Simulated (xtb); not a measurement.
xtb input:

```bash
xtb mol.xyz --gfn 1 --opt tight --chrg 0 --uhf 0
```
mol.xyz:
```
4

Si     1.22940788     0.00116688    -0.03142096
Si    -1.22940788    -0.00116688     0.03142096
O     -0.00184538     1.17239646    -0.02866502
O      0.00184538    -1.17239646     0.02866502
```

**Question.** Predict the final energy.

**Answer.** -13.21609 Eh (GFN1-xTB).
